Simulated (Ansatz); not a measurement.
A CCSD(T) single point on `C[C@H]1B[Si@@H]1F`.

```yaml
crystal:
  periodic: [false, false, false]
  atoms:
    - {symbol: C, position_ang: [-0.719217, -0.930861, 0.830714]}
    - {symbol: C, position_ang: [0.119460, 0.311541, 0.791404]}
    - {symbol: B, position_ang: [1.357010, 0.621523, 0.063800]}
    - {symbol: Si, position_ang: [0.435532, 0.321807, -1.542698]}
    - {symbol: F, position_ang: [0.421758, 1.429047, -2.695961]}
    - {symbol: H, position_ang: [-0.522565, -1.429673, 1.786923]}
    - {symbol: H, position_ang: [-0.457138, -1.657137, 0.057214]}
    - {symbol: H, position_ang: [-1.793395, -0.730240, 0.792418]}
    - {symbol: H, position_ang: [-0.176513, 1.031835, 1.559262]}
    - {symbol: H, position_ang: [2.119848, 1.518131, 0.242772]}
    - {symbol: H, position_ang: [-0.719279, -0.542774, -1.865248]}
basis:
  gaussian: {orbitals: def2-TZVPP}
correlation: {method: ccsd_t}
```

```sh
$ ansatz run in.yaml --threads 4 --pin off --events-out ev --progress --plain --max-ram 10444MiB
```

Output of Ansatz, abridged:

```
Functional definition: HF
1475 factors; integrals over basis functions are off by at most 1.2e-3 eV
mean field evaluation 1: about -13392.8247 eV, gradient 4.1e1 eV
mean field evaluation 2: about -13393.0737 eV, gradient 4.1e1 eV
mean field evaluation 4: about -13397.3940 eV, gradient 4.2e0 eV
mean field evaluation 8: about -13397.4884 eV, gradient 3.6e-1 eV
mean field evaluation 16: about -13397.4901 eV, gradient 1.1e-6 eV
mean field -13397.49006972 eV, -492.3486789173 hartree, gradient 1.1e-6 eV, S^2 0.000000; 0 other end points of the search recorded, 0 dependent functions left out
9 core orbitals not correlated: weight in the atoms' cores, before any rotation towards them, 1.000 or more for the frozen orbitals, at most 0.000 for the correlated occupied ones
reference -13397.49006972 eV, -492.3486789173 hartree; 14, 14 occupied and 227, 227 virtual orbitals, 1475 factors
second order -22.26615112 eV of doubles, -0.00000000 eV of singles
cycle   1  -22.65756144 eV  change   -3.9e-1 eV  update   1.1e-1
cycle   2  -23.21021207 eV  change   -5.5e-1 eV  update   3.4e-2
cycle   3  -23.34277311 eV  change   -1.3e-1 eV  update   1.7e-2
cycle   4  -23.33506694 eV  change    7.7e-3 eV  update   4.5e-3
cycle   5  -23.33206740 eV  change    3.0e-3 eV  update   2.1e-3
cycle   6  -23.33297207 eV  change   -9.0e-4 eV  update   7.3e-4
cycle   7  -23.33282219 eV  change    1.5e-4 eV  update   3.3e-4
cycle   8  -23.33271690 eV  change    1.1e-4 eV  update   1.3e-4
cycle   9  -23.33277679 eV  change   -6.0e-5 eV  update   5.2e-5
cycle  10  -23.33278555 eV  change   -8.8e-6 eV  update   1.9e-5
perturbative correction -0.97448107 eV, -0.0358115186 hartree
Total energy: -13421.79733634 eV, -493.2419544895 hartree
```

Hardware: 4 threads of an Arm Neoverse V1 on a shared host. Wall time 2.5 min, peak host memory 5.4 GiB.

MP2 recovers 91.6 % of the CCSD(T) correlation energy and the triples give 4.0 %; T1 = 0.0129.
